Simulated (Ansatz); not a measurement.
(ZnO)2 ring (Zn2O2), relaxed as a singlet with RKS r2SCAN-D4/def2-SVP in Ansatz, starting from the GFN2-xTB geometry. Force threshold 0.02 eV/Å.

Start:

```xyz
4

Zn   -0.155    0.079    1.206
O     0.204    1.341   -0.062
Zn    0.156   -0.078   -1.207
O    -0.205   -1.343    0.062
```

Problem. Estimate the energy that the relaxation releases and the steps that it takes.

Solution. 0.31 eV, in 4 steps; 9 s on 4 threads of Arm Neoverse V1 on a shared host. No frequencies were taken in this run, so the end may be a saddle point.

Problem. Does the start keep its bonding and symmetry?

Solution. By distances, no bond broke or formed. The bond that changes most is O2–Zn3, from 1.82 to 1.88 Å (atoms count from 1). Point group D2h at the start, D2h at the end, both within 0.05 Å.

Problem. Predict the relaxed structure.

Solution. 
```xyz
4

Zn   -0.146    0.074    1.136
O     0.223    1.467   -0.067
Zn    0.146   -0.074   -1.136
O    -0.223   -1.467    0.067
```
Bond lengths (bridged metal pairs left out): 4 × O–Zn 1.88 Å.
